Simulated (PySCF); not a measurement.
Al(OH)2 (AlH2O2), SMILES [OH][Al][OH], multiplicity 2.

Coordinates come from a PBE0-D3(BJ)/def2-TZVP optimisation. The multiplicity is an assumed one; other spin states were not compared. The isomer is the one that the SMILES or the coordinates give; other isomers of the formula were not compared. One conformer was computed; it need not be the lowest.

All values below come from TDA-M06-2X/def2-SVPD in PySCF 2.14.0.

Vertical excitations. The molecule is in vacuum.

Task: Give excitation energies, oscillator strengths and character. (The exact figures need the calculation; the answer reports its results.)

Result: 
```csv
state,energy (eV),λ (nm),f,main pairs
root 1,2.15,576,0.000,β HOMO→LUMO 99 %
root 2,2.26,549,0.002,β HOMO−1→LUMO 98 %
root 3,3.16,392,0.000,β HOMO−2→LUMO 96 %
root 4,3.60,345,0.000,β HOMO−3→LUMO 97 %
root 5,4.17,298,0.157,α HOMO→LUMO 97 %
root 6,5.30,234,0.088,α HOMO→LUMO+1 84 %
root 7,5.81,213,0.206,"α HOMO→LUMO+2 78 %, α HOMO→LUMO+5 19 %"
root 8,6.17,201,0.112,"α HOMO→LUMO+3 65 %, α HOMO→LUMO+4 21 %, α HOMO→LUMO+1 12 %"
root 9,6.71,185,0.002,"α HOMO−1→LUMO 9 %, β HOMO→LUMO+1 72 %, β HOMO−4→LUMO 14 %"
root 10,6.77,183,0.000,β HOMO−1→LUMO+1 95 %
```
Unrestricted roots are not spin-pure.
